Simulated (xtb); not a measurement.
xtb input:

```bash
xtb mol.xyz --gfn 1 --opt tight --chrg 0 --uhf 0
```
mol.xyz:
```
3

Zn     0.00000000     0.00000000     0.00000000
I     -0.00000000    -0.00000000    -2.43400609
I      0.00000000     0.00000000     2.43400609
```

Q: Which total energy does the run end on?

A: -8.80766 Eh (GFN1-xTB).
